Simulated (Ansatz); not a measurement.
Frontier orbitals of AlFH$_{4}$OSi, SMILES `[OH][Al]([F])[SiH3]`.

```xyz
8

O    -1.144   -0.565   -1.797
Al   -0.572    0.518   -0.639
F    -0.998    2.112   -0.737
Si    0.871   -0.294    1.143
H    -1.709   -0.340   -2.534
H     0.226   -1.431    1.854
H     2.161   -0.777    0.577
H     1.165    0.777    2.133
```

The species carries charge 0 and has multiplicity 1. All single points use the PBE0-D4/def2-TZVP geometry. It is one conformer, not always the lowest. Basis def2-TZVPP, the Gaussian-basis code of Ansatz.

Orbital energies of one run (eV). Highest occupied ones, from the top: -7.95, -9.12, -9.46, -9.57, -9.57, -11.15, -11.16, -12.41, -13.95, -14.82, -27.08, -31.51, -73.64, -73.69. Empty: -1.46, -0.80, -0.31, 0.98, 1.27, 1.32.

Task: Which functional gave them?
A. HSE06 (plane-wave form)
B. LC-ωPBE
C. CAM-B3LYP
D. r2SCAN0

Result: A. HOMO energies: HSE06 -7.95, r2SCAN0 -8.50, LC-ωPBE -10.95, CAM-B3LYP -9.65 eV.

LC-ωPBE has ω = 0.4 bohr⁻¹.
